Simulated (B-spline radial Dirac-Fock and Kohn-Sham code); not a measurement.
Relative intensities of the L3 lines, Ta to Pb

These are calculated numbers from an atomic code on a B-spline grid; the model is one-electron (LDA, Dirac) transition rates at Dirac-Fock energies. Each entry is the share of the radiative L3 rate in per cent; values in brackets are the Scofield rates tabulated in xraylib.

```csv
Z,element,Lℓ,Lα2,Lα1,Lβ6,Lβ2,radiative width (eV)
73,Ta,3.60 (3.72),8.24 (8.21),72.7 (72.5),0.866 (0.886),12.6 (12.7),1.17
74,W,3.64 (3.76),8.21 (8.19),72.4 (72.2),0.879 (0.900),12.7 (12.8),1.25
75,Re,3.68 (3.80),8.18 (8.16),72.1 (72.0),0.892 (0.912),12.8 (12.9),1.33
76,Os,3.72 (3.84),8.15 (8.13),71.8 (71.7),0.906 (0.926),12.9 (13.0),1.42
77,Ir,3.76 (3.84),8.12 (8.09),71.5 (71.3),0.919 (0.939),13.0 (13.1),1.52
78,Pt,3.80 (3.92),8.08 (8.06),71.2 (71.0),0.933 (0.953),13.0 (13.1),1.62
79,Au,3.84 (3.96),8.04 (8.02),70.9 (70.7),0.947 (0.967),13.1 (13.2),1.72
80,Hg,3.89 (4.00),8.01 (7.99),70.6 (70.4),0.962 (0.982),13.2 (13.3),1.83
81,Tl,3.94 (4.05),7.98 (7.96),70.3 (70.1),0.977 (0.997),13.2 (13.4),1.94
82,Pb,3.98 (4.10),7.95 (7.93),70.0 (69.8),0.992 (1.01),13.3 (13.4),2.06
```
